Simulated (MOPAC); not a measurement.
A run for MOPAC: PM3 on AsF2H2In (SMILES [F][In]([F])[AsH2]), a point of a torsion scan.

```
PM3 1SCF PRECISE CHARGE=0 THREADS=1
AsF2H2In

F     -1.75291777 1    -1.80155831 1     0.26332935 1
In    -0.98085666 1     0.04146019 1     0.01114373 1
F     -2.27605561 1     1.48715620 1    -0.49598687 1
As     1.59165224 1     0.28412737 1     0.32378990 1
H      1.50991776 1    -0.85056633 1     1.30579956 1
H      1.75558360 1    -0.71853706 1    -0.78882303 1
```

It printed:

```
*******************************************************************************
 **                                                                           **
 **                              MOPAC v23.2.5                                **
 **                                                                           **
 *******************************************************************************
 ** MOPAC's Digital Object Identifier: https://doi.org/10.5281/zenodo.6511958 **
 **                                                                           **
 ** Please cite the open-source release paper for use of this MOPAC version:  **
 ** J. E. Moussa and J. J. P. Stewart (2026)                                  **
 ** MOPAC: An open-source semiempirical molecular orbital program             **
 ** J. Open Source Softw., 11(119), 8025, https://doi.org/10.21105/joss.08025 **
 *******************************************************************************

                              PM3 CALCULATION RESULTS

 *******************************************************************************
 *  PM3        - The PM3 Hamiltonian to be used
 *
 *
 *
 *                 CHARGE ON SYSTEM = 0
 *
 *
 *
 *  PRECISE    - TIGHTER CRITERIA TO BE USED
 *  1SCF       - DO 1 SCF AND THEN STOP
 *  THREADS=1  - MULTI-THREADING NOT USED
 *  T=         - A TIME OF 172800.0 SECONDS REQUESTED
 *  DUMP=N     - RESTART FILE WRITTEN EVERY 7200.0 SECONDS REQUESTED
 *******************************************************************************
PM3 1SCF PRECISE CHARGE=0 THREADS=1
 AsF2H2In

   ATOM   CHEMICAL          X               Y               Z
  NUMBER   SYMBOL      (ANGSTROMS)     (ANGSTROMS)     (ANGSTROMS)

     1       F         -1.75291777  *  -1.80155831  *   0.26332935  *
     2      In         -0.98085666  *   0.04146019  *   0.01114373  *
     3       F         -2.27605561  *   1.48715620  *  -0.49598687  *
     4      As          1.59165224  *   0.28412737  *   0.32378990  *
     5       H          1.50991776  *  -0.85056633  *   1.30579956  *
     6       H          1.75558360  *  -0.71853706  *  -0.78882303  *



          CARTESIAN COORDINATES

    NO.       ATOM           X           Y           Z

     1         F         -1.7529     -1.8016      0.2633
     2        In         -0.9809      0.0415      0.0111
     3         F         -2.2761      1.4872     -0.4960
     4        As          1.5917      0.2841      0.3238
     5         H          1.5099     -0.8506      1.3058
     6         H          1.7556     -0.7185     -0.7888

  H: (PM3): J. J. P. STEWART, J. COMP. CHEM. 10, 209 (1989).
  F: (PM3): J. J. P. STEWART, J. COMP. CHEM. 10, 209 (1989).
 As: (PM3): J. J. P. STEWART, J. COMP. CHEM. 12, 320-341 (1991).
 In: (PM3): J. J. P. STEWART, J. COMP. CHEM. 12, 320-341 (1991).

           Empirical Formula: H2 F2 In As  =     6 atoms



      MOLECULAR POINT GROUP   :   C1


      RHF CALCULATION, NO. OF DOUBLY OCCUPIED LEVELS = 12


 -------------------------------------------------------------------------------
 PM3 1SCF PRECISE CHARGE=0 THREADS=1
 AsF2H2In



     1SCF WAS SPECIFIED, SO BFGS WAS NOT USED
     SCF FIELD WAS ACHIEVED


                              PM3 CALCULATION
                                                       MOPAC v23.2.5 Linux




          FINAL HEAT OF FORMATION =        -81.91624 KCAL/MOL =    -342.73753 KJ/MOL


          COSMO AREA              =        126.83 SQUARE ANGSTROMS
          COSMO VOLUME            =        112.09 CUBIC ANGSTROMS

          IONIZATION POTENTIAL    =         10.702836 EV
          HOMO LUMO ENERGIES (EV) =        -10.703 -2.917
          NO. OF FILLED LEVELS    =         12
          MOLECULAR WEIGHT        =        229.7542         POINT GROUP:  C1

          MOLECULAR DIMENSIONS (Angstroms)

            Atom       Atom       Distance
            H     5    F     3     4.80052
            F     1   As     4     3.58255
            F     3    H     6     1.92519


          SCF CALCULATIONS        =          1





   ATOM   CHEMICAL          X               Y               Z
  NUMBER   SYMBOL      (ANGSTROMS)     (ANGSTROMS)     (ANGSTROMS)

     1       F         -1.75291777  *  -1.80155831  *   0.26332935  *
     2      In         -0.98085666  *   0.04146019  *   0.01114373  *
     3       F         -2.27605561  *   1.48715620  *  -0.49598687  *
     4      As          1.59165224  *   0.28412737  *   0.32378990  *
     5       H          1.50991776  *  -0.85056633  *   1.30579956  *
     6       H          1.75558360  *  -0.71853706  *  -0.78882303  *

                             CARTESIAN COORDINATES

   1    F       -1.752917770    -1.801558310     0.263329350
   2   In       -0.980856660     0.041460190     0.011143730
   3    F       -2.276055610     1.487156200    -0.495986870
   4   As        1.591652240     0.284127370     0.323789900
   5    H        1.509917760    -0.850566330     1.305799560
   6    H        1.755583600    -0.718537060    -0.788823030


           Empirical Formula: H2 F2 In As  =     6 atoms



      MOLECULAR POINT GROUP   :   C1


                  EIGENVALUES
 -22.01285 -19.99829 -19.38315 -16.18068 -15.66075 -15.47460 -15.38801 -14.92881
 -14.92400 -13.70549 -12.00492 -10.70284  -2.91673  -2.47912  -0.48818  -0.00103
   0.09080   0.40288


              NET ATOMIC CHARGES AND DIPOLE CONTRIBUTIONS

  ATOM NO.   TYPE          CHARGE      No. of ELECS.   s-Pop       p-Pop
    1          F          -0.298730        7.2987     1.58751     5.71122
    2         In           0.219254        2.7807     1.21760     1.56315
    3          F          -0.278920        7.2789     1.57351     5.70541
    4         As           0.476901        4.5231     1.81311     2.70999
    5          H          -0.059688        1.0597     1.05969
    6          H          -0.058816        1.0588     1.05882
 DIPOLE           X         Y         Z       TOTAL
 POINT-CHG.     7.249     1.734     0.889     7.506
 HYBRID        -2.698    -2.036    -0.380     3.401
 SUM            4.551    -0.302     0.508     4.589


          ATOMIC ORBITAL ELECTRON POPULATIONS

     Atom    s        px        py        pz
    1  F   1.58751   1.96297   1.81991   1.92834
    2 In   1.21760   0.77500   0.56948   0.21867
    3  F   1.57351   1.91564   1.86989   1.91988
    4 As   1.81311   0.75429   1.03858   0.91712
    5  H   1.05969
    6  H   1.05882

 **********************
 *                    *
 * JOB ENDED NORMALLY *
 *                    *
 **********************




 == MOPAC DONE ==
```

The run finished.

Cost: about 0.05 core-seconds (a rough figure).
